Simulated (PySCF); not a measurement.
System: C$_{3}$H$_{5}$O, net charge 0, doublet state. It need not be the lowest isomer of its formula. SMILES: [CH]=CCO
Geometry from a B3LYP-D3(BJ)/def2-TZVP (Ansatz) optimisation:
```
C
C 1 1.3039
H 2 1.0781 1 138.86
H 1 1.0945 2 119.98 3 -1.54
C 1 1.5072 4 114.96 2 178.36
H 5 1.0915 1 109.92 4 59.30
H 5 1.0940 6 108.20 1 -120.10
O 5 1.4245 6 105.34 7 -119.46
H 8 0.9640 5 107.99 6 -178.78
```
Charge 0, spin multiplicity 2.

Dispersion corrections to the total energy (kcal/mol) from the dftd3 and dftd4 libraries through PySCF: D3(BJ) without and D4 with the three-body term, each with the damping fitted for the functional named.

```json
[
 {"functional": "B2GP-PLYP", "D3(BJ)": "-1.73", "D4": "-1.20"},
 {"functional": "revPBE", "D3(BJ)": "-8.65", "D4": "-10.67"},
 {"functional": "HSE06", "D3(BJ)": "?", "D4": "-2.22"},
 {"functional": "PBE", "D3(BJ)": "?", "D4": "-2.93"},
 {"functional": "LC-wPBE", "D3(BJ)": "-2.87", "D4": "-3.22"},
 {"functional": "B3LYP", "D3(BJ)": "?", "D4": "-4.68"},
 {"functional": "BHLYP", "D3(BJ)": "-4.15", "D4": "-3.16"}
]
```

Question: Fill in the missing entries.

Answer: 
- HSE06, D3(BJ): -1.93
- PBE, D3(BJ): -3.27
- B3LYP, D3(BJ): -5.50
